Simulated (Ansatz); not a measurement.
Ansatz (a first-principles code) input (SVWN5/def2-TZVPD):

Ansatz 0.2 input:
```yaml
crystal:
  periodic: [false, false, false]
  atoms:
    - {symbol: C, position_ang: [-2.34086051, -0.41343511, 0.02446119]}
    - {symbol: Ge, position_ang: [-0.48951506, -0.08654489, -0.61924610]}
    - {symbol: Br, position_ang: [0.87005574, -1.78352080, 0.27507082]}
    - {symbol: Br, position_ang: [0.20645682, 1.97373028, 0.27453917]}
    - {symbol: H, position_ang: [-2.67510988, -1.38250043, -0.34020758]}
    - {symbol: H, position_ang: [-2.30636045, -0.40718768, 1.11342348]}
    - {symbol: H, position_ang: [-2.98682404, 0.38240354, -0.34045731]}
basis:
  gaussian:
    orbitals: def2-TZVPD
hamiltonian:
  xc: {name: SVWN5}
magnetization: {spin_polarized: true, initial_magnetization: 1}
output: {forces: true}
```

End of the output:

```
integrals: 0.24 GiB planned
1540 factors; their error is unknown
0.15 GiB of the device are held for the grids
1.92 GiB of device memory are held for the factors and their scratch space
mean field: 1.42 GiB planned
mean field evaluation 1: about -197399.8035 eV, gradient 5.1e1 eV
mean field evaluation 2: about -197370.2553 eV, gradient 8.0e1 eV
mean field evaluation 4: about -197409.8561 eV, gradient 1.2e1 eV
mean field evaluation 8: about -197410.5336 eV, gradient 1.9e-1 eV
mean field evaluation 16: about -197410.5113 eV, gradient 1.7e-4 eV
mean field -197410.51133544 eV, -7254.7024819268 hartree, gradient 3.5e-5 eV, S^2 0.751073; 0 other end points of the search recorded, 0 dependent functions left out
the calculation of the forces begins
reference -197410.51139829 eV, -7254.7024842365 hartree; 56, 55 occupied and 176, 177 virtual orbitals, 1540 factors
Total energy: -197410.51139829 eV, -7254.7024842365 hartree
Atom 0 at    -2.340861    -0.413435     0.024461 Å, force     0.637402     0.112547    -0.210024 eV/Å
Atom 1 at    -0.489515    -0.086545    -0.619246 Å, force    -0.047969    -0.008411     0.431320 eV/Å
Atom 2 at     0.870056    -1.783521     0.275071 Å, force    -0.269192     0.330849    -0.151403 eV/Å
Atom 3 at     0.206457     1.973730     0.274539 Å, force    -0.139565    -0.403085    -0.151299 eV/Å
Atom 4 at    -2.675110    -1.382500    -0.340208 Å, force    -0.065036    -0.323056    -0.139323 eV/Å
Atom 5 at    -2.306360    -0.407188     1.113423 Å, force     0.056118     0.009962     0.360137 eV/Å
Atom 6 at    -2.986824     0.382404    -0.340457 Å, force    -0.171758     0.281194    -0.139408 eV/Å
Dipole moment:    -0.505791    -0.089351    -0.134533 e Å
```

It need not be the lowest isomer of its formula.
